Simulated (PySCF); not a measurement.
# Reading the logs of faulty runs: BFH3Si

These are calculations, not measurements. They come from PySCF 2.14.0, an open-source quantum chemistry program, on an isolated molecule that a program drew, which may never have been made. The molecule is BFH3Si (charge 0, doublet), drawn as the SMILES string `[BH][SiH2]F`.

Each row is a Hartree-Fock (HF) and frozen-core CCSD(T) single point in the cc-pV(D+d)Z basis, meant for a local HF minimum. Run 1 is clean. Each other run has one planted mistake out of seven kinds, and not every kind appears here: one electron removed, one electron added, multiplicity raised by two, geometry at a saddle point, minimal basis STO-3G, one bond length entered in bohr, all coordinates scaled. The reference is restricted for singlets and unrestricted otherwise, and also for a bond in bohr. Adding or removing an electron swaps singlet and doublet. Electrons count all cores. HOMO and LUMO are orbital energies over both spins, the gradient is its largest component, and the lowest frequency (negative if imaginary) is given only where the gradient is small. Bond lengths are over the 5 bonds as drawn. T1 is the CCSD diagnostic: over 0.02 (restricted) or 0.045 (unrestricted) a single reference is doubtful.

Geometry of the clean run:
```xyz
6
BFH3Si, angstrom
B     0.1825    0.0904   -3.2668
Si    0.5323    1.3657   -1.7627
F     0.2789    0.6569   -0.3278
H     0.2208    0.1140   -4.4579
H    -0.3849    2.5214   -1.8296
H     1.9403    1.8116   -1.7697
```

```
run,electrons,basis functions,<S^2>,HOMO (eV),LUMO (eV),gradient (hartree/bohr),lowest frequency (cm^-1),mean bond (Å),longest bond (Å),T1,HF (hartree),CCSD(T) (hartree),mistake
1,31,66,0.759,-9.30,0.74,3.5e-05,261,1.5538,2.003,0.0137,-414.77953,-415.16408,no fault
2,31,66,3.761,-8.79,-2.11,3.6e-02,-,1.5538,2.003,0.0268,-414.65353,-415.03086,multiplicity raised by two
3,32,66,0.000,-0.11,7.51,6.3e-02,-,1.5538,2.003,0.0154,-414.74142,-415.16412,one electron added
4,31,22,0.754,-7.24,6.12,2.6e-02,-,1.5538,2.003,0.0092,-409.66363,-409.76728,minimal basis STO-3G
5,31,66,0.759,-9.27,0.78,3.6e-02,-,1.5041,1.939,0.0132,-414.77370,-415.15623,?
6,31,66,1.512,-9.44,0.33,8.2e-03,-,1.8166,2.791,0.0459,-414.67040,-415.04672,?
```

**Which mistake was planted in run 5, and what did it cost?**

The mean and the longest bond both change by the same factor, 0.968, and the gradient is no longer small. So the mistake is: all coordinates scaled. Subtracting run 1 and multiplying by 627.51 kcal/mol a hartree, the energy moved by 3.7 kcal/mol in HF and 4.9 kcal/mol in CCSD(T).

**Which mistake was planted in run 6, and what did it cost?**

The mean bond changes by a factor of 1.169 and the longest by 1.393, so the molecule wasn't scaled as a whole. A length L in bohr read as angstrom grows by (1/0.5292 - 1) L = 0.890 L. The 5 bonds together grew by 5 x 0.2628 = 1.314 Å, which gives L = 1.477 Å. That is the length of one of the H-Si bonds, 1.477 Å in the clean geometry. So the mistake is: one bond length entered in bohr. Subtracting run 1 and multiplying by 627.51 kcal/mol a hartree, the energy moved by 68.5 kcal/mol in HF and 73.6 kcal/mol in CCSD(T).

Cautions from the logs. Run 6: T1 is over the limit, so its CCSD(T) energy is less reliable.
